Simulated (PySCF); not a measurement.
## Spin states and ions at one geometry of Pb2O(OH)2

PySCF 2.14.0, RKS PBE0, Pb def2-SVP with ECP60, O def2-SVP, H def2-SVP; non-relativistic Hamiltonian with scalar-relativistic core potentials where named; density fitting; no spin-orbit coupling; singlets restricted, open shells unrestricted. The geometry is relaxed for charge 0, singlet, vacuum:

```xyz
7

Pb   -1.2723    0.0000    2.0503
Pb   -1.2723    0.0000   -2.0503
O    -0.8632    0.0000    0.0000
O     0.7657    0.0000    2.5790
H     1.2829    0.0000    1.7617
O     0.7657    0.0000   -2.5790
H     1.2829    0.0000   -1.7617
```

Energies count from the relaxed state; an electron taken off or put on is at rest in vacuum. Charges and spins are Mulliken's.

Question: Order these states by energy, lowest first.
A. charge +1, doublet, vacuum
B. charge -1, doublet, vacuum
C. charge 0, singlet, vacuum
D. charge 0, triplet, vacuum

Answer: B (-0.50 eV), C (0.00 eV), D (3.30 eV), A (8.44 eV).

Question: How do charge and spin on the first atom follow?

Answer: 
```json
{"state": "charge 0, singlet, vacuum", "spin squared": "0.00", "charge on Pb1 (e)": "0.75", "spin on Pb1 (e)": "0.00", "dipole about the centre of mass (D)": "4.40"}
{"state": "charge 0, triplet, vacuum", "spin squared": "2.02", "charge on Pb1 (e)": "0.59", "spin on Pb1 (e)": "0.48", "dipole about the centre of mass (D)": "2.70"}
{"state": "charge +1, doublet, vacuum", "spin squared": "0.77", "charge on Pb1 (e)": "1.02", "spin on Pb1 (e)": "-0.03", "dipole about the centre of mass (D)": "2.50"}
{"state": "charge -1, doublet, vacuum", "spin squared": "0.76", "charge on Pb1 (e)": "0.32", "spin on Pb1 (e)": "0.52", "dipole about the centre of mass (D)": "4.30"}
```

With an electron taken off (doublet) the charges change, summed by element, by Pb +0.54 e, O +0.39 e, H +0.07 e. The vertical ionisation energy is 8.44 eV, against −ε(HOMO) = 6.81 eV of the relaxed state. The level lies 1.6 eV too high, as is usual for semilocal functionals and global hybrids, which keep a self-interaction error.

With an electron put on (doublet) the charges change, summed by element, by Pb -0.87 e, O -0.07 e, H -0.06 e. The vertical electron affinity is 0.50 eV, against −ε(LUMO) = 2.02 eV of the relaxed state. The basis has no diffuse functions, which an added electron needs. The added electron's level lies above zero.

Open shells may have lower solutions than those found.

A frequency check found unstable modes (1, the lowest at -14 cm⁻¹), so the relaxed geometry is a saddle point, or these are noise.
